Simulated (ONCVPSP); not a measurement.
**Al, ONCV: configuration errors across variants**

* Element: Al (Z = 13)
* Generator: ONCVPSP 4.0.1
* Type: optimised norm-conserving Vanderbilt (ONCV)
* Functional: PBE
* Relativity: scalar-relativistic
* Frozen core: [He]
* Valence charge: 11
* Reference configuration: 2s2 2p6 3s1 (charge +2)
* Partial waves: 2s+3s: rc 1.20 bohr, ncon 4, nbas 7, qcut 13.3 1/bohr, 2 projectors; 2p: rc 0.90 bohr, ncon 4, nbas 8, qcut 16.8 1/bohr, 2 projectors, debl 0.3 Ha
* Local potential: polynomial inside 0.85 bohr (lpopt 1, dvloc0 3 Ha)
* Core correction: polynomial model core, fcfact 0.45

In the p channel the program set the typed energies aside and used -3.317, 0.250 Ha.

All-electron excitation energies from the reference (eV): (1) 2s2 2p6 3s2 3p1 -24.987; (2) 2s2 2p6 3s2 -19.225; (3) 2s2 2p6 3s0 28.442; (4) 2s2 2p5 3s2 3p1 57.827.

1 further variants failed, have other tests or too few solved ones, and are left out.

Errors AE − PS in meV (a dash: test not solved or not reliable):

```
      change   (1)   (2)   (3)   (4)  bound ghosts  GHOST(+) flags above zero
        base  +0.1  -0.3  -1.9  +177          none                       none
 s: qcut 7.6  +0.1  -0.4  -2.1  +180          none                       none
 s: qcut 9.4  +0.1  -0.4  -2.1  +183          none                       none
s: qcut 10.5  +0.1  -0.4  -2.1  +183          none                       none
s: qcut 14.3  +0.1  -0.3  -2.0  +178          none                       none
s: qcut 16.1  +0.2  -0.2  -1.7  +169          none                       none
s: qcut 17.1  +0.1  -0.3  -1.9  +177          none                       none
s: qcut 18.3  +0.2  -0.1  -1.6  +164          none                       none
```

Give the same row for: s: qcut 11.7.

+0.1, -0.3, -2.1, +181; bound ghosts: none; GHOST(+) flags above zero: none.
